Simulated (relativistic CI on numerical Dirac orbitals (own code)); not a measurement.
**Hyperfine structure of Sb³⁺, mass number 125**

Method of calculation: Dirac-Coulomb-Breit CI, KLI orbitals optimised for each configuration, QED by a radiative potential, valence Slater integrals scaled by 0.85, P86 correlation energy added to each configuration (own radial code, finite nucleus).

CI space (outside the closed core [Kr] 4d10): 5s2, 5s.5p, 5p2, 5s.5d, 5s.5f, 5d2, 5s.5g, 5s.6s, 5p.5d, 5s.6p, 4f2, 5s.4f, 4f.5p, 5s.6d, 5s.7s, 5f2. Levels of other configurations are missing.

Nuclear spin I = 7/2, μ = 2.63 μN (tables of Stone and Pyykkö). The electronic factors are computed for point nuclear moments, without core polarisation; leaving it out makes A of s and p electrons in near-neutral atoms 20 to 40 % too small, and it can dominate for d and f shells.

```
      Level  E (cm⁻¹)  A (MHz)
5s.5p 3P°_1   62199.1     8093
5s.5p 3P°_2   67689.9     5491
5s.5p 1P°_1   95250.8   -201.8
   5p2 1D_2  151236.1     1322
   5p2 3P_1  153089.2   -263.7
   5p2 3P_2  159316.1    662.4
 5s.5d 3D_1  174564.5    -4963
 5s.5d 3D_2  174876.1     1982
```

Levels with J = 0, under 50 % of one LS term, or S terms without an open s electron are left out. Small factors come from cancelling terms and can be off by tens of per cent or more.

Correlation outside the listed configurations is missing or only estimated: errors of thousands of cm⁻¹ between configurations and terms are usual at this charge. Rates and lifetimes follow the computed energies and can be off by large factors. The fine structure of a lone outer electron comes out too small, for d and f at times inverted, and misplaced configurations move strength between like terms. 20 of the 20 excited levels that our extract of the measured tables holds in this range could be paired (the sources list more); they are missed by 3608 cm⁻¹ on average and 7793 at most, and levels without a partner can miss by more.

Task: Give the hyperfine levels of 5s.5p 3P°_1 relative to its centre of gravity.

Result: With K = F(F + 1) − I(I + 1) − J(J + 1), E = AK/2: F = 5/2: -36420, F = 7/2: -8093, F = 9/2: 28330 MHz.

LS names give the leading component of a level, which can be under half, so a name can repeat, a term be missing and a line seem to break the LS rules.
